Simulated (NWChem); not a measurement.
# MgHCl; SMILES [MgH][Cl]

```xyz
3

Mg    -0.0019     1.1358     0.0000
H     -0.0077     2.8290     0.0000
Cl     0.0014    -1.0756     0.0000
```
Atoms are numbered in this order, from 1.

All runs use the structure optimised with B3LYP/6-31G* (spherical d).

Q: List the 6 lowest vertical singlet excitations from LDA (Slater exchange, VWN5)/6-31G* (spherical d), full TDDFT (NWChem).

A: 
| state | energy (eV) | oscillator strength | leading excitation (squared amplitude) |
|---|---|---|---|
| S1 | 5.54 | 0.036 | HOMO−1 → LUMO (0.99) |
| S2 | 5.54 | 0.036 | HOMO−2 → LUMO (0.99) |
| S3 | 5.99 | 0.000 | HOMO−2 → LUMO+1 (0.50) |
| S4 | 6.01 | 0.000 | HOMO−1 → LUMO+2 (0.50) |
| S5 | 6.01 | 0.000 | HOMO−2 → LUMO+2 (0.50) |
| S6 | 6.12 | 0.117 | HOMO → LUMO+2 (0.95) |
